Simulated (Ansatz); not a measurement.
C2F2N2O2Si, SMILES `O=C=N[Si](F)(F)N=C=O`. Total charge 0; spin multiplicity 1.

Cartesian coordinates in Å:
```
O 1.7815 -0.1152 3.2959
C 1.2037 -0.0273 2.2960
N 0.6297 0.0287 1.2476
Si -0.4118 0.5222 0.0384
F -1.8935 0.4918 0.5621
F -0.0889 2.0043 -0.3737
N -0.2555 -0.4833 -1.2863
C -0.4186 -0.9635 -2.3702
O -0.5466 -1.4577 -3.4097
```

(1) List the harmonic frequencies (cm⁻¹, unscaled) at PBE0-D4/def2-TZVP in Ansatz. (Best estimate.)

(2) Is this a minimum?

(3) Give the ideal-gas thermochemistry at 298.15 K and 1 bar (rigid rotor, harmonic oscillator; point group C2v, symmetry number 2).

(4) And at 400, 500, 600, 800 and 1000 K?

(5) Rotational constants (cm⁻¹)?

Results:

(1) Ansatz gave: 15, 21, 23, 48, 244, 252, 327, 348, 355, 575, 637, 638, 639, 649, 743, 929, 994, 1553, 1553, 2419, 2459.

(2) Yes, all 21 modes are real.

(3) Zero-point energy 92.2 kJ/mol; H(298) − E = 119.3 kJ/mol; entropy 436.0 J/(mol·K), of which translation 171.4, rotation 119.8, vibration 144.9; G(298) − E = -10.7 kJ/mol. Modes under 100 cm⁻¹ are hindered rotations or soft bends, so the harmonic entropy is rough.

(4) 
```csv
T (K),H − E (kJ/mol),S (J/mol/K),G − E (kJ/mol)
400,133.3,476.3,-57.2
500,148.5,510.0,-106.5
600,164.6,539.4,-159.0
800,199.0,588.9,-272.0
1000,235.4,629.4,-394.0
```

(5) 0.08002, 0.0247, 0.02186.
